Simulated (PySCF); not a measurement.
# Correlation energy of Sc (scandium, neutral)

[Ar] 3d3, high-spin 4F determinant (an excited configuration). Computed with PySCF 2.14 in aug-cc-pVDZ-DK (7s6p4d2f, 59 functions), with scalar relativity by spin-free X2C-1e. Frozen: [Ar]; 3 electrons correlated.

| level | correlation energy (mhartree) |
| --- | --- |
| CCSD | -40.61 |
| (T) | -2.22 |
| CCSD(T) | -42.83 |

Diagnostics: T1 = 0.058, D1 = 0.0815, largest double amplitude 0.082.

T1 exceeds 0.03, a sign that the reference determinant is poor.

Cost of the coupled-cluster step: roughly 1 core-seconds, for 3 correlated electrons.
